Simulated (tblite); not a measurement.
C₃H₈O₂Si.
SMILES with atom numbers: `[CH3:1][O:2][C@H:3]1[O:4][CH2:5][SiH2:6]1` (hydrogens: H7, H8, H9 on C1; H10 on C3; H11, H12 on C5; H13, H14 on Si6)

The geometry is computed with GFN2-xTB (gas phase).

Task: Give the optimised bond lengths and angles.

Result: 
```
               bond  length (Å)   order
              C1–O2       1.412  single
              O2–C3       1.401  single
              C3–O4       1.423  single
              O4–C5       1.439  single
             C5–Si6       1.924  single
             C3–Si6       1.923  single
C1–H7, C1–H8, C1–H9       1.093  single
             C3–H10       1.100  single
             C5–H11       1.092  single
             C5–H12       1.094  single
            Si6–H13       1.462  single
            Si6–H14       1.455  single
```

Bonds in one row agree within 0.01 Å and their mean is given. Orders are formal, as drawn. A selection of angles:
```
      angle  degrees
   O2–C1–H7    106.7
   O2–C1–H8    110.5
   H7–C1–H8    110.0
   C1–O2–C3    113.9
   O2–C3–O4    112.6
  O2–C3–Si6    106.8
  O2–C3–H10    110.4
  O4–C3–Si6     92.3
  O4–C3–H10    108.5
 Si6–C3–H10    125.0
   C3–O4–C5    102.5
  O4–C5–Si6     91.8
  O4–C5–H11    109.2
  O4–C5–H12    110.4
 Si6–C5–H11    119.2
 Si6–C5–H12    116.3
 H11–C5–H12    108.5
 C5–Si6–H13    113.5
 C5–Si6–H14    118.2
  C3–Si6–C5     70.9
 C3–Si6–H13    115.0
 C3–Si6–H14    114.6
H13–Si6–H14    116.5
```

Dihedral angles: C1–O2–C3–O4 64° (synclinal); O2–C3–O4–C5 96° (anticlinal); C3–O4–C5–Si6 14° (synperiplanar); O4–C5–Si6–C3 -10° (synperiplanar); O2–C3–Si6–C5 -104° (anticlinal).

Of the pairs four or more bonds apart, O4···H9 is among the closest relative to their van der Waals radii: 2.54 Å, 93 % of the sum of Bondi's values. The 4-membered ring C3–O4–C5–Si6 has internal angles of 70.9° to 102.5° (sum 358°, against 360° for a flat polygon); it is puckered, 0.08 Å rms from its mean plane, widest ring torsion 14°. The 4 C–O bonds span 1.401 Å (O2–C3, drawn single) to 1.439 Å (O4–C5, drawn single), a spread of 0.038 Å. O4 (cyclic ether oxygen) is bent (angle 102.5°). Si6 (SiH2 silicon) has angles from 70.9° to 118.2°.

Point group: C1 (no symmetry element, even within 0.4 Å). Its GFN2-xTB frequencies are all real (lowest 88 cm⁻¹). The numbers are those of one conformer.

On one thread, Intel Xeon at 2.50 GHz (x86_64), shared host, this took 1.8 s wall, 1.5 s CPU. This is the geometry optimisation.
